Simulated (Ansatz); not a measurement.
Ansatz (a program for electronic structure) input (CCSD(T)/def2-SVPD):

Ansatz 0.2 input:
```yaml
crystal:
  periodic: [false, false, false]
  atoms:
    - {symbol: Mn, position_ang: [-0.00000000, -0.00000000, -1.78229477]}
    - {symbol: I, position_ang: [0.00000000, 0.00000000, 0.84070508]}
basis:
  gaussian:
    orbitals: def2-SVPD
magnetization: {spin_polarized: true, initial_magnetization: 6}
correlation: {method: ccsd_t, electrons: outside_noble_gas}
output: {forces: true}
```

End of the output:

```
cycle   2  -4.99477536 eV  change   -4.2e-4 eV  update   5.8e-4
cycle   3  -4.99502221 eV  change   -2.5e-4 eV  update   2.9e-4
cycle   4  -4.99501980 eV  change    2.4e-6 eV  update   1.1e-4
cycle   5  -4.99510312 eV  change   -8.3e-5 eV  update   4.5e-5
cycle   6  -4.99513977 eV  change   -3.7e-5 eV  update   2.6e-5
cycle   7  -4.99512201 eV  change    1.8e-5 eV  update   1.4e-5
cycle   8  -4.99511646 eV  change    5.5e-6 eV  update   5.2e-6
cycle   9  -4.99511752 eV  change   -1.1e-6 eV  update   2.4e-6
cycle  10  -4.99511783 eV  change   -3.1e-7 eV  update   9.9e-7
perturbative correction -0.12082708 eV, -0.0044403132 hartree
the calculation of the forces begins
Total energy: -39364.61755090 eV, -1446.6230126993 hartree
Atom 0 at    -0.000000    -0.000000    -1.782295 Å, force     0.000000     0.000000    -0.348793 eV/Å
Atom 1 at     0.000000     0.000000     0.840705 Å, force     0.000000     0.000000     0.348793 eV/Å
Dipole moment:    -0.000000    -0.000000    -0.662810 e Å
```

The spin state was set by rule; other spins were not relaxed.
